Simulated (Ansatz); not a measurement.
Cartesian coordinates (Å):
SMILES: C[O][Ga]([O]C)[O]C
```xyz
16

C      2.6191    -1.0491    -0.3262
O      1.2319    -1.2781    -0.1947
Ga    -0.0005     0.0006    -0.2120
O     -1.7172    -0.4193    -0.0351
C     -2.2015    -1.7363     0.1243
O      0.4837     1.6984    -0.4057
C     -0.4175     2.7852    -0.4348
H      2.8772     0.0183    -0.4502
H      3.0109    -1.5962    -1.2030
H      3.1509    -1.4243     0.5672
H     -2.7597    -1.8213     1.0744
H     -2.8986    -1.9848    -0.6966
H     -1.4020    -2.4992     0.1319
H     -1.4734     2.4822    -0.3140
H     -0.3281     3.3254    -1.3949
H     -0.1753     3.4984     0.3740
```
Charge 0, multiplicity 1.

Level of theory: frozen-core CCSD(T)/cc-pVTZ // B3LYP-D3(BJ)/def2-SVP (Ansatz, a program for electronic structure).

```yaml
HF energy: -2266.89542 Ha
MP2 correlation energy: -1.40051 Ha
```

Problem. Estimate the CCSD correlation energy, the (T) correction, the total energy and the T1 diagnostic.

Solution. 
```yaml
CCSD correlation energy: -1.43750 Ha
"(T) correction": -0.05760 Ha
CCSD(T) total energy: -2268.39051 Ha
T1 diagnostic: 0.013
```
